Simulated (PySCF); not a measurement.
H6Si3.

```xyz
9

Si     1.3493     0.0000     0.0000
H      2.1661     0.0000     1.2472
H      2.1661     0.0000    -1.2472
Si    -0.6746     1.1685     0.0000
H     -1.0831     1.8759     1.2472
H     -1.0831     1.8759    -1.2472
Si    -0.6746    -1.1685     0.0000
H     -1.0831    -1.8759     1.2472
H     -1.0831    -1.8759    -1.2472
```

The structure is a stationary point at PBE0-D3(BJ)/def2-SVP.

These are HF/pcSseg-1 (PySCF) values and carry that method's errors. Non-relativistic, no solvent.

Computed absolute GIAO shielding of each atom: isotropic value and principal components (ppm):
```csv
atom,σ(iso),σ11,σ22,σ33,span
Si1,556.1,456.7,497.7,713.9,257.2
H2,28.8,24.7,25.8,35.7,11.0
H3,28.8,24.7,25.8,35.7,11.0
Si4,556.1,456.7,497.7,713.9,257.2
H5,28.8,24.7,25.8,35.7,11.0
H6,28.8,24.7,25.8,35.7,11.0
Si7,556.1,456.7,497.7,713.9,257.2
H8,28.8,24.7,25.8,35.7,11.0
H9,28.8,24.7,25.8,35.7,11.0
```
